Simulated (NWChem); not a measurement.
System: SbH, triplet; SMILES [SbH]

Here is an NWChem input.

```
start job
memory heap 200 mb stack 900 mb global 1100 mb
geometry units angstroms noautoz
  Sb     0.000000     0.000000    -0.012455
  H      0.000000     0.000000     1.704553
end
basis spherical
  * library def2-tzvp
end
ecp
  Sb library def2-ecp
end
dft
  odft
  mult 3
  xc b3pw91
  iterations 150
  mulliken
end
task dft energy
```

Geometry: optimised at PBE0-D3(BJ)/def2-TZVP, spin-unrestricted. No stability test was run on the SCF state. def2 effective core potentials on Sb; no spin-orbit coupling.

### Question
Give the results of this calculation. (B3PW91/def2-TZVP with def2 effective core potentials on Sb, spin-unrestricted.) Quantities: energy (Ha); highest occupied level (eV); lowest empty minus highest occupied level, either spin (eV); dipole (D); <S²>.

### Answer
The energy (Ha) is -240.94. The highest occupied level (eV) is -6.26, the lowest empty minus highest occupied level, either spin (eV) is 3.23 and the dipole (D) comes out as 0.24. The <S²> is 2.01.
